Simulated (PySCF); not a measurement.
Mg: excitation energy

Mg [Ne] 3s2 (1S) → Mg [Ne] 3s1 3p1, s spin flipped, as a difference of total energies. All numbers are calculated (PySCF 2.14, the non-relativistic Hamiltonian (point nucleus), in def2-QZVPPD (9s5p5d2f, 63 functions)). Correlated levels: valence and next inner shell: 1s2 frozen. The calculations carry no spin-orbit coupling.

```
                                method  excitation energy (eV)
                                   UHF                   3.104
    MP2 (valence and next inner shell)                   3.406
SCS-MP2 (valence and next inner shell)                   3.424
```

Problem. How much does correlation contribute at MP2 (valence and next inner shell)?

Solution. 3.406 − (3.104) = 0.302 eV, measured against UHF.

The upper determinant mixes two multiplicities, so it lies between the two terms.

The coupled-cluster amplitudes are large for the upper state (T1 above 0.03 or a double amplitude above 0.15), so a single reference is strained.
